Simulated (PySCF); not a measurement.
**LiI: one state, many levels of theory**

State: ¹Σ⁺ (singlet), closed shell. Set-up: PySCF, scalar-relativistic core potentials, basis sets Li cc-pVDZ, I cc-pVDZ-PP with ECP28. De refers to Li + I in their high-spin ground configurations, without counterpoise correction. A positive dipole means Li(−)I(+).

```tsv
Level	Re (Å)	ωe (cm⁻¹)	De (eV)	μ (D)
RHF	2.443	487	2.80	-7.63
RHF-MP2	2.440	492	3.58	n/a
RHF-SCS-MP2	2.440	490	3.50	n/a
RHF-CCSD	2.440	492	3.49	n/a
RHF-CCSD(T)	2.440	492	3.53	n/a
PBE	2.423	486	3.66	-6.77
r²SCAN	2.428	486	3.78	-7.20
PBE0	2.417	492	3.66	-7.07
M06	2.434	475	3.65	-7.12
BHandHLYP	2.409	499	3.62	-7.16
B2PLYP	2.421	493	3.65	-7.21
```

Question: Which functional lies closest to RHF-CCSD(T) in De, which farthest, and by how much do they differ from it?

Answer: Closest is BHandHLYP (-3.1 pm in Re, +1.4 % in ωe, +0.09 eV in De against RHF-CCSD(T) in the same basis), farthest r²SCAN (-1.2 pm in Re, -1.2 % in ωe, +0.25 eV in De). CCSD(T) converges more slowly with the basis than the functionals do and binds too weakly in this one, so the order can change at the basis-set limit.

Question: What does a quarter of exact exchange do here, going from PBE to PBE0?

Answer: PBE0 less PBE: -0.6 pm in Re, +1.2 % in ωe, +0.00 eV in De. Exact exchange removes part of the self-interaction that spreads semilocal densities, and in most molecules shortens and stiffens the bond and lowers De; so it does here.

Question: What does the step from GGA to meta-GGA do here, going from PBE to r²SCAN?

Answer: r²SCAN less PBE: +0.5 pm in Re, +0.0 % in ωe, +0.12 eV in De. 

Measured (Huber and Herzberg, Constants of Diatomic Molecules (1979)): Re = 2.391924 Å, ωe = 498.16 cm⁻¹.

Correlated steps freeze 4 core orbitals. Correlated levels converge slowly with the basis: in double zeta they bind strong bonds too weakly, by up to about 1 eV, and carry superposition errors of some tenths. Spin–orbit coupling is left out, which matters for elements this heavy, above all for dissociation energies. Where the molecule has an RHF reference, its open-shell atoms are computed with UHF. B2PLYP dipoles, levels and charges come from its SCF part alone.
